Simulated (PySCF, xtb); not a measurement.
C₃H₃Cl₂F, SMILES F[C@@H]1CC1(Cl)Cl.

Geometry: B3LYP-D3(BJ)/def2-SVP. The structure was generated by enumeration; whether it is a known compound was not checked.

These are C-PCM-ωB97X/def2-SVP (PySCF 2.14.0) values and carry that method's errors.

The values are the electrostatic part of the solvation free energy, E(continuum) − E(gas) at the gas-phase geometry, in a cavity of scaled van der Waals radii (PySCF's table); cavitation and dispersion terms are not included. In vacuum the orbital gap is 12.91 eV. The dipole moment in vacuum is 2.02 D.

Estimate the values in water (ε = 78.36), acetone (ε = 20.49), diethylether (ε = 4.24). (Estimate from the structure and the level; the computed values follow.)


```
solvent           ε  ΔG(elec) (kcal/mol)  dipole (D)  gap (eV)
------------  -----  -------------------  ----------  --------
water         78.36                 -3.4        2.63     13.07
acetone       20.49                 -3.3        2.60     13.06
diethylether   4.24                 -2.6        2.46     13.03
```

For comparison, GFN2-xTB/ALPB(water) (xtb, at the GFN2-xTB geometry, all terms of that model) gives -3.2 kcal/mol.
